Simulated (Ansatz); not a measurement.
Harmonic frequencies (cm⁻¹) at PBE0-D4/def2-TZVP from Ansatz: 121, 132, 142, 166, 188, 229, 410, 561, 586, 631, 704, 748, 811, 834, 918, 937, 946, 964, 1052, 1151, 1939, 1975, 2221, 2228, 2234, 2685, 3065.

Each molecule was computed in one conformer, which needn't be the lowest.

Q: Which molecule is it?
A. `O=C[SiH](Cl)O[SiH3]`
B. `CCC1=NC1`
C. `C[SiH2][SbH][SH]`
D. `[SiH3][CH](S)[SbH2]`

A: D.
